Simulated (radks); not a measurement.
Results of a calculation; reference values are marked as such.
Problem. S4+, 12 electrons, occupied as [Ne] 3s2. Code: a radial shooting solver on a logarithmic mesh with Libxc functionals. Model: scalar-relativistic Kohn-Sham, r2SCAN, spin-polarised, spherical densities, finite nucleus; meta-GGA in the generalised Kohn-Sham scheme; Fermi nuclear charge, rms radius 3.2611 fm. Some entries of the table are withheld. Estimate them.

orbital  occ.  eigenvalue (Ry)  r(max) (bohr)
1s          2        -182.3784            (1)
2s          2              (2)            (3)
2p          6        -16.08970         0.3252
3s          2         -4.86233          1.313
3p          0              (4)          1.394

Solution. 
(1) 1s r(max) (bohr): 0.06331
(2) 2s eigenvalue (Ry): -20.28641
(3) 2s r(max) (bohr): 0.3869
(4) 3p eigenvalue (Ry): -3.89972
